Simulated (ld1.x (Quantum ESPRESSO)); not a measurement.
# Reading a pseudo-wave (Ca)

Columns: radius, all-electron u(r) and pseudo u(r) of the 3p shell (level -28.01 eV) of calcium in the configuration [Ne] 3s2 3p6 3d0 4s2 4p0; PBE, scalar-relativistic, TM semilocal scheme, ld1.x (Quantum ESPRESSO) 7.5.

```json
{"r (bohr)": "0.138", "all-electron": "0.4212", "pseudo": "-0.0405"}
{"r (bohr)": "0.275", "all-electron": "0.3899", "pseudo": "-0.1546"}
{"r (bohr)": "0.413", "all-electron": "0.0200", "pseudo": "-0.3259"}
{"r (bohr)": "0.550", "all-electron": "-0.3737", "pseudo": "-0.5237"}
{"r (bohr)": "0.688", "all-electron": "-0.6746", "pseudo": "-0.7147"}
{"r (bohr)": "0.825", "all-electron": "-0.8577", "pseudo": "-0.8602"}
{"r (bohr)": "0.963", "all-electron": "-0.9407", "pseudo": "-0.9388"}
{"r (bohr)": "1.100", "all-electron": "-0.9490", "pseudo": "-0.9487"}
{"r (bohr)": "1.238", "all-electron": "-0.9086", "pseudo": "-0.9086"}
{"r (bohr)": "1.375", "all-electron": "-0.8403", "pseudo": "-0.8403"}
{"r (bohr)": "1.513", "all-electron": "-0.7577", "pseudo": "-0.7577"}
{"r (bohr)": "1.650", "all-electron": "-0.6717", "pseudo": "-0.6717"}
{"r (bohr)": "1.788", "all-electron": "-0.5870", "pseudo": "-0.5870"}
{"r (bohr)": "1.925", "all-electron": "-0.5084", "pseudo": "-0.5084"}
{"r (bohr)": "2.062", "all-electron": "-0.4369", "pseudo": "-0.4369"}
{"r (bohr)": "2.200", "all-electron": "-0.3728", "pseudo": "-0.3728"}
{"r (bohr)": "2.338", "all-electron": "-0.3165", "pseudo": "-0.3165"}
{"r (bohr)": "2.475", "all-electron": "-0.2680", "pseudo": "-0.2680"}
{"r (bohr)": "2.613", "all-electron": "-0.2260", "pseudo": "-0.2260"}
{"r (bohr)": "2.750", "all-electron": "-0.1905", "pseudo": "-0.1905"}
{"r (bohr)": "2.888", "all-electron": "-0.1600", "pseudo": "-0.1600"}
{"r (bohr)": "3.025", "all-electron": "-0.1344", "pseudo": "-0.1344"}
{"r (bohr)": "3.162", "all-electron": "-0.1128", "pseudo": "-0.1128"}
{"r (bohr)": "3.300", "all-electron": "-0.0944", "pseudo": "-0.0944"}
{"r (bohr)": "3.438", "all-electron": "-0.0789", "pseudo": "-0.0789"}
{"r (bohr)": "3.575", "all-electron": "-0.0660", "pseudo": "-0.0660"}
```

Question: How many radial nodes do the two functions have?

Answer: The all-electron 3p function has n − l − 1 = 1; the pseudo-wave has 0, since the states of the same l below it are removed with the core.

Question: At about which radius was the pseudo-wave matched?

Answer: 1.30 bohr. The columns agree to 0.0005 from 1.10 bohr on; several derivatives are matched, so the curves merge somewhat inside the radius.

Question: Where does each function peak?

Answer: Outermost all-electron maximum near 1.10 bohr, pseudo maximum near 1.10 bohr (to the table’s step).

Question: Is the pseudo-wave norm-conserving?

Answer: Yes: the TM semilocal scheme keeps the norm inside the radius equal to the all-electron one, which fixes the energy derivative of the logarithmic derivative at the level.
